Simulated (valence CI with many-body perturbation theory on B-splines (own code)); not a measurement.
## Kr5+: electric-dipole lines

Computed by valence CI with perturbative core correlation (CI+MBPT): three valence electrons over a frozen Dirac-Fock core [Ar] 3d10, radial functions for each j: 11 s, 11 p, 9 d, 7 f, 5 g, 2 h, 1 i, with the one-electron correlation potential Σ1, the two-electron term Σ2, the three-electron term Σ3, Breit, model QED; selected CI, second order for the rest, scaled by the run's own slope (own B-spline code, finite nucleus).

Against 39 measured levels this calculation errs by 174 cm⁻¹ on average and by 872 at most. These come from a selection out of Saloman, J. Phys. Chem. Ref. Data 36, 215 (2007). Levels without a partner in it may be off by more. 4 measured levels below the end of the list, from 390595 cm⁻¹ on, found no clear computed partner, and computed levels of the same name lie up to 2816 cm⁻¹ from them.

Lines 101 to 150 of 268 in falling wavelength, among levels below 462580 cm⁻¹, chosen from the strongest by gf and those to the six lowest levels. Wavelengths and rates use the calculated energies, so an error of 200 cm⁻¹ moves a line at 60.11 nm by 0.12 % and its rate by three times that or more. Electric multipoles are in the length gauge, E1 and E2 with the static RPA response of the core. Weak lines are less certain than strong ones. Lines between different terms over intervals too small for the method are left out, as are lines whose strength nearly cancels. Where a level lies close to another of its J and parity, the split of strength between their lines is uncertain. The highest levels of a list are the least certain.

Names give the largest LS component (configuration and term), which can be under half, so a name can repeat, a term be missing and a line seem to break the LS rules; names also repeat where a configuration has a term twice. Letters in brackets count levels of one name in rising energy.

```
λ vac (nm)  λ from measured levels                 Upper           Lower   A (s⁻¹)  S (a.u.)
     60.11                   59.98        4s2 6p 2P°_1/2   4s2 5s 2S_1/2  6.67e+09  1.43e+00
     59.70                   59.60  4s 4p 5s 2P°_3/2 [b]   4s2 5s 2S_1/2  6.87e+09  2.89e+00
     59.65                   59.67           4p3 4S°_3/2   4s 4p2 4P_3/2  4.46e+09  1.87e+00
     59.48                   59.46           4p3 2D°_3/2   4s 4p2 4P_1/2  4.47e+08  1.86e-01
     58.83                          4s 4p 4d 2D°_3/2 [b]   4s2 4d 2D_5/2  4.84e+09  1.94e+00
     58.81                   58.79         4s 4p2 2S_1/2  4s2 4p 2P°_1/2  7.36e+09  1.48e+00
     58.56                              4s 4p 4d 4F°_3/2   4s 4p2 2D_3/2  1.03e+08  4.07e-02
     58.51                          4s 4p 4d 2D°_3/2 [b]   4s2 4d 2D_3/2  2.83e+09  1.12e+00
     58.48                   58.50           4p3 4S°_3/2   4s 4p2 4P_1/2  2.26e+09  8.94e-01
     58.43                          4s 4p 4d 2P°_1/2 [b]   4s2 4d 2D_3/2  9.81e+09  1.93e+00
     58.25                          4s 4p 4d 2D°_5/2 [b]   4s2 4d 2D_5/2  6.54e+09  3.83e+00
     58.22                          4s 4p 4d 2P°_3/2 [b]   4s2 4d 2D_5/2  4.84e+09  1.89e+00
     58.17                              4s 4p 5s 4P°_3/2   4s2 4d 2D_3/2  1.09e+09  4.25e-01
     58.05                   58.06         4s 4p2 2P_1/2  4s2 4p 2P°_3/2  8.69e+09  1.68e+00
     57.98                              4s 4p 4d 4F°_5/2   4s 4p2 2D_3/2  2.60e+06  1.50e-03
     57.94                          4s 4p 4d 2D°_5/2 [b]   4s2 4d 2D_3/2  1.76e+09  1.01e+00
     57.91                          4s 4p 4d 2P°_3/2 [b]   4s2 4d 2D_3/2  4.91e+09  1.88e+00
     57.06                          4s 4p 5s 2P°_1/2 [b]   4s2 5s 2S_1/2  5.08e+09  9.31e-01
     56.93                   56.94  4s 4p 4d 2F°_7/2 [b]   4s2 4d 2D_5/2  2.92e+10  2.13e+01
     56.91                                4s2 6p 2P°_3/2   4s2 5s 2S_1/2  4.60e+09  1.68e+00
     56.88                   56.91         4s 4p2 2P_3/2  4s2 4p 2P°_3/2  1.38e+10  5.02e+00
     56.64                   56.64  4s 4p 4d 2F°_5/2 [b]   4s2 4d 2D_5/2  3.09e+09  1.66e+00
     56.34                   56.35  4s 4p 4d 2F°_5/2 [b]   4s2 4d 2D_3/2  2.62e+10  1.39e+01
     55.44                   55.45         4s 4p2 2P_1/2  4s2 4p 2P°_1/2  5.64e+09  9.48e-01
     54.76                   54.81        4s2 5p 2P°_1/2   4s 4p2 2D_3/2  1.62e+09  2.63e-01
     54.38                   54.40         4s 4p2 2P_3/2  4s2 4p 2P°_1/2  3.11e+09  9.87e-01
     54.33                   54.37        4s2 5p 2P°_3/2   4s 4p2 2D_5/2  1.50e+09  4.75e-01
     54.02                   54.06        4s2 5p 2P°_3/2   4s 4p2 2D_3/2  1.16e+08  3.60e-02
     53.91                   53.91  4s 4p 5s 2P°_3/2 [a]   4s2 4d 2D_5/2  1.45e+09  4.48e-01
     52.67                   52.66           4p3 2P°_3/2   4s 4p2 4P_5/2  7.52e+07  2.17e-02
     52.59                   52.55      4s 4p 4d 4P°_5/2   4s 4p2 2D_3/2  3.36e+07  1.45e-02
     52.55                   52.50  4s 4p 4d 2P°_3/2 [a]   4s 4p2 2P_3/2  5.12e+09  1.47e+00
     52.26                   52.23      4s 4p 4d 4D°_3/2   4s 4p2 2D_3/2  2.90e+08  8.17e-02
     51.96                   51.95           4p3 2P°_1/2   4s 4p2 4P_3/2  8.47e+06  1.17e-03
     51.74                   51.70  4s 4p 4d 2P°_1/2 [a]   4s 4p2 2P_3/2  2.01e+09  2.75e-01
     51.51                   51.50           4p3 2P°_3/2   4s 4p2 4P_3/2  1.70e+08  4.59e-02
     50.97                   50.93      4s 4p 4d 4P°_1/2   4s 4p2 2D_3/2  2.89e+07  3.78e-03
     50.88                   50.84      4s 4p 4d 4P°_3/2   4s 4p2 2D_3/2  2.55e+07  6.63e-03
     50.85                   50.82      4s 4p 4d 4D°_5/2   4s 4p2 2D_3/2  3.60e+07  1.40e-02
     50.81                   50.78  4s 4p 4d 2P°_1/2 [a]   4s 4p2 2P_1/2  1.38e+10  1.79e+00
     50.77                              4s 4p 4d 4F°_3/2   4s 4p2 4P_5/2  6.42e+06  1.66e-03
     50.63                   50.62           4p3 2P°_3/2   4s 4p2 4P_1/2  6.52e+07  1.67e-02
     50.33                              4s 4p 4d 4F°_5/2   4s 4p2 4P_5/2  7.55e+07  2.85e-02
     49.90                   49.88  4s 4p 4d 2D°_3/2 [a]   4s 4p2 2D_5/2  1.54e+09  3.78e-01
     49.82                   49.81  4s 4p 4d 2D°_5/2 [a]   4s 4p2 2D_5/2  1.44e+10  5.27e+00
     49.69                              4s 4p 4d 4F°_7/2   4s 4p2 4P_5/2  3.00e+08  1.45e-01
     49.68                              4s 4p 4d 4F°_3/2   4s 4p2 4P_3/2  5.09e+07  1.23e-02
     49.64                   49.62  4s 4p 4d 2D°_3/2 [a]   4s 4p2 2D_3/2  1.57e+10  3.79e+00
     49.56                   49.55  4s 4p 4d 2D°_5/2 [a]   4s 4p2 2D_3/2  2.66e+09  9.58e-01
     49.26                              4s 4p 4d 4F°_5/2   4s 4p2 4P_3/2  1.59e+08  5.62e-02
```
